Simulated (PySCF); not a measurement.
PySCF was given this input:
```python
from pyscf import gto, scf, dft

mol = gto.M(
    atom='''
Si   -1.567041    0.166939    0.037590
Ge    0.749571   -0.079853   -0.017980
H    -2.146440   -0.688106    1.073906
H    -1.925321    1.555707    0.326932
H    -2.150726   -0.204709   -1.251576
H     1.245743   -1.412990   -0.497010
H     1.480930    0.886275   -0.903769
H     1.448124    0.081968    1.300636
''',
    basis='sto-3g',
    charge=0,
    spin=0,
    verbose=4,
)

mf = dft.RKS(mol)
mf.xc = 'tpss'
mf.kernel()
```

Task: What does this run give for the dipole moment, Mulliken (on the basis functions themselves) charges in atom order, number of basis functions?

Result: 
```
Property                                                                                                                                     Value
------------------------------------------------------------------  ------------------------------------------------------------------------------
dipole moment                                                                                                                               0.49 D
Mulliken (on the basis functions themselves) charges in atom order  Si1 0.45, Ge2 0.17, H3 -0.12, H4 -0.12, H5 -0.12, H6 -0.08, H7 -0.08, H8 -0.08
number of basis functions                                                                                                                       33
```
